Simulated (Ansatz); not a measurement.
A run for Ansatz (a first-principles code): R-PBE0/def2-TZVPPD on H4SeSi (SMILES [SiH3][SeH]) with ghost functions, monomers drawn apart or pushed together. Files ending in .json are basis or fitting sets from the Basis Set Exchange.

Ansatz 0.2 input:
```yaml
crystal:
  periodic: [false, false, false]
  atoms:
    - {symbol: Si, position_ang: [0.61402893, -1.35464198, 0.86010965]}
    - {symbol: Se, position_ang: [-0.47343933, 0.68384332, 0.98736016]}
    - {symbol: H, position_ang: [0.05015240, -2.15991716, -0.24270941]}
    - {symbol: H, position_ang: [2.01749974, -0.99593806, 0.57953026]}
    - {symbol: H, position_ang: [0.48859011, -2.07772637, 2.13964288]}
    - {symbol: H, position_ang: [-1.75219666, 0.08040352, 1.39748303]}
basis:
  gaussian:
    orbitals: def2-TZVPPD.json
    ghost_atoms:
      - {symbol: F, position_ang: [0.77965679, 0.67438610, 3.76918224]}
      - {symbol: H, position_ang: [0.32867098, 0.78391697, 2.95194242]}
hamiltonian:
  xc: {name: PBE0}
scf: {lower_state_search: off}
```

Output:

```
WARN ansatz: RAYON_NUM_THREADS=1 ignored (pool sized by the plan → 1); use --threads N
Functional definition: PBE0
these checks for a lower state are left out or cut short: stability, starts, cluster_reference, orbital_swaps, neighbouring_geometries, increment
integrals: 0.17 GiB planned
1255 factors; their error is unknown
mean field: 1.32 GiB planned
mean field evaluation 1: about -73281.3964 eV, gradient 1.1e1 eV
mean field evaluation 2: about -73281.6570 eV, gradient 4.9e0 eV
mean field evaluation 4: about -73281.7357 eV, gradient 2.4e-1 eV
mean field evaluation 8: about -73281.7360 eV, gradient 2.4e-2 eV
mean field evaluation 16: about -73282.0359 eV, gradient 1.1e-5 eV
mean field -73282.03594141 eV, -2693.0651484988 hartree, gradient 3.2e-6 eV, S^2 0.000000; 0 other end points of the search recorded, 0 dependent functions left out
reference -73282.03598307 eV, -2693.0651500299 hartree; 26, 26 occupied and 204, 204 virtual orbitals, 1255 factors
Total energy: -73282.03598307 eV, -2693.0651500299 hartree
Checks for a lower state left out: stability, starts, cluster_reference, orbital_swaps, neighbouring_geometries, increment
```

Self-consistency was reached.

Cost: about 4 core-seconds (a rough figure).
